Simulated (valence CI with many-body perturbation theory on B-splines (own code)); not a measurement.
## Energy levels of Te XXI

Computed by valence CI with perturbative core correlation (CI+MBPT): four valence electrons over a frozen Dirac-Fock core [Ar] 3d10, radial functions for each j: 11 s, 11 p, 9 d, 7 f, 5 g, 2 h, 1 i, with the one-electron correlation potential Σ1 (screened to all orders), the two-electron term Σ2, the three-electron term Σ3, Breit, model QED; selected single and double excitations, second order for the rest (own B-spline code, finite nucleus).

No measured levels were compared; by estimate levels hold to about 250 cm⁻¹ or 0.2 % of their energy and the worst to 1 %, as in measured heavy ions of charge 2 to 7; those with d or f electrons hold less well.

Levels 46 to 71 of 71, with energies above the lowest level, 4s²4p² ³P_0. "Leading %" is the weight of the configuration and term that name the level; weights of strongly mixed levels are sums over their largest components and can fall short. Lifetimes count E1, E2, E3, M1 and M2 decay at the calculated energies, and are blank where another channel may lead or the interval is too uncertain; long ones can be off by a factor of two.

```tsv
No.	Configuration	Term	J	E (cm⁻¹)	Leading %	Lifetime	g
46	4s4p²4d	⁵P	2	1233500	67	4.37 ps	1.682
47	4s4p²4d	⁵P	1	1238100	72	4.17 ps	2.266
48	4p⁴	¹S	0	1238900	40	21.7 ps	
49	4s4p²4d	³G	3	1246900	67	38.8 ps	0.830
50	4s4p²4d	³P	1	1247500	34	6.72 ps	1.056
51	4s4p²4d	³F	2	1250400	42	8.44 ps	1.048
52	4s4p²4d	³F	4	1260700	24	36.1 ps	1.213
53	4s4p²4d	³G	4	1277200	51	46.5 ps	1.116
54	4s4p²4d	³D	3	1287600	46	11.8 ps	1.182
55	4s4p²4d	³D	1	1290600	69	7.72 ps	0.734
56	4s4p²4d	³D	3	1296000	42	5.12 ps	1.174
57	4s4p²4d	³D	1	1302500	64	10.1 ps	0.744
58	4s4p²4d	³P	0	1304400	60	6.75 ps	
59	4s4p²4d	³F	4	1310600	40	27.7 ps	1.172
60	4s4p²4d	³G	5	1316400	74	89.5 ps	1.244
61	4s4p²4d	³D	2	1318300	39	7.05 ps	0.987
62	4s4p²4d	³P	0	1318700	89	4.81 ps	
63	4s4p²4d	³D	1	1322100	58	4.08 ps	0.888
64	4s4p²4d	³F	3	1324700	44	7.69 ps	1.124
65	4s4p²4d	³F	2	1324800	45	4.22 ps	0.917
66	4s4p²4d	³D	2	1329100	71	4.14 ps	1.228
67	4s4p²4d	³P	1	1330600	48	5.85 ps	1.489
68	4s4p²4d	³D	2	1334900	56	6.11 ps	1.133
69	4s4p²4d	³D	3	1342600	44	3.52 ps	1.271
70	4s4p²4d	³P	1	1359200	33	4.64 ps	1.373
71	4s4p²4d	³P	2	1359900	43	4.02 ps	1.308
```

Names give the largest LS component (configuration and term), which can be under half, so a name can repeat, a term be missing and a line seem to break the LS rules; names also repeat where a configuration has a term twice.

Where two levels of one J and parity lie close, their mixing, g and order are uncertain.
